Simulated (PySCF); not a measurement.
## KSr⁺: from constants to spectrum

RHF-CCSD(T) constants of KSr⁺, ¹Σ⁺ (singlet), closed shell (PySCF, scalar-relativistic core potentials, basis sets K def2-SVPD, Sr def2-SVPD with ECP28; masses 38.9637 and 87.9056 u):

- ωe: 71.6 cm⁻¹
- ωexe: 0.307 cm⁻¹
- Be: 0.033178 cm⁻¹
- αe: 0.000193 cm⁻¹
- D (centrifugal): 2.85e-08 cm⁻¹
- De to K⁺ + Sr: 0.55 eV

Give the band origin of the fundamental and the first lines of its P and R branches.

ν0 = ωe − 2ωexe = 71.0 cm⁻¹, B0 = 0.033081, B1 = 0.032889 cm⁻¹.

```
J″  P(J″) − ν0  R(J″) − ν0
 0                   0.066
 1      -0.066       0.131
 2      -0.133       0.196
 3      -0.200       0.261
 4      -0.267       0.325
 5      -0.335       0.389
 6      -0.403       0.452
```

Near which J would the R branch turn back, without centrifugal distortion?

At J ≈ (B0 + B1)/(2(B0 − B1)) − 1 ≈ 170.

Correlated steps freeze 5 core orbitals. Correlated levels converge slowly with the basis: in double zeta they bind strong bonds too weakly, by up to about 1 eV, and carry superposition errors of some tenths. For an ion De counts to the pair picked by the measured ionisation energies or electron affinities, which need not be the lowest pair at this level.
